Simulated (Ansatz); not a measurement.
Consider the redistribution: `O[SiH2]N[SiH](O)O` + `O[Si@H](Cl)[Si@H](F)Cl` → `O[SiH2][SiH](F)Cl` + `O[SiH](O)N[SiH](O)Cl`.

Isolated molecules relaxed with PBE0-D4/def2-TZVP in Ansatz; ΔE leaves out vibrations. CCSD(T)/CBS adds triple-zeta CCSD(T) − MP2 to the extrapolated MP2 energy (def2 sets, frozen cores). One conformer a species, not always the lowest.

`O[SiH2]N[SiH](O)O`:

Z-matrix (Å, degrees):
```
Si
N 1 1.717
O 1 1.659 2 111.4
H 1 1.486 2 107.1 3 -121.9
H 1 1.477 2 112.4 3 114.8
Si 2 1.717 1 124.2 3 -50.1
H 2 1.009 1 117.2 3 116.7
H 3 0.959 1 116.6 2 -70.2
O 6 1.634 2 107.5 1 5.0
O 6 1.642 2 105.2 1 128.6
H 6 1.479 2 115.4 1 -111.7
H 9 0.963 6 117.1 2 38.3
H 10 0.958 6 116.9 2 164.0
```

`O[Si@H](Cl)[Si@H](F)Cl`:

Z-matrix (Å, degrees):
```
Si
Cl 1 2.061
Si 1 2.349 2 105.3
O 1 1.634 2 111.7 3 -120.7
H 1 1.477 2 108.2 3 122.6
F 3 1.600 1 106.8 2 -78.5
Cl 3 2.046 1 109.7 2 164.7
H 3 1.480 1 116.4 2 41.9
H 4 0.959 1 118.6 2 66.2
```

`O[SiH2][SiH](F)Cl`:

Z-matrix (Å, degrees):
```
Si
Si 1 2.351
O 1 1.648 2 108.5
H 1 1.482 2 112.0 3 117.3
H 1 1.489 2 107.6 3 -122.2
Cl 2 2.061 1 105.3 3 43.4
F 2 1.597 1 111.5 3 160.3
H 2 1.482 1 117.9 3 -75.3
H 3 0.959 1 117.0 2 -49.8
```

`O[SiH](O)N[SiH](O)Cl`:

```xyz
13

O     1.763    1.456    0.470
Si    0.158    1.284    0.188
O     0.065    1.199   -1.455
N    -0.560   -0.138    0.810
Si   -0.486   -1.736    0.176
O     0.145   -1.681   -1.317
Cl   -2.405   -2.484    0.217
H     2.072    1.494    1.376
H    -0.589    2.434    0.747
H     0.746    1.675   -1.934
H    -1.255    0.017    1.527
H     0.316   -2.682    0.971
H     0.029   -0.838   -1.776
```

```csv
species,CCSD(T)/CBS(def2) energy (Eh)
`O[SiH2]N[SiH](O)O`,-862.82300
`O[Si@H](Cl)[Si@H](F)Cl`,-1674.70446
`O[SiH2][SiH](F)Cl`,-1215.46498
`O[SiH](O)N[SiH](O)Cl`,-1322.06544
```

Question: Work out ΔE.

Answer: ΔE = (-1215.46498) + (-1322.06544) − (-862.82300) − (-1674.70446) = -0.00296 Eh = -7.8 kJ/mol.

Largest T1 diagnostic among the species: 0.012.
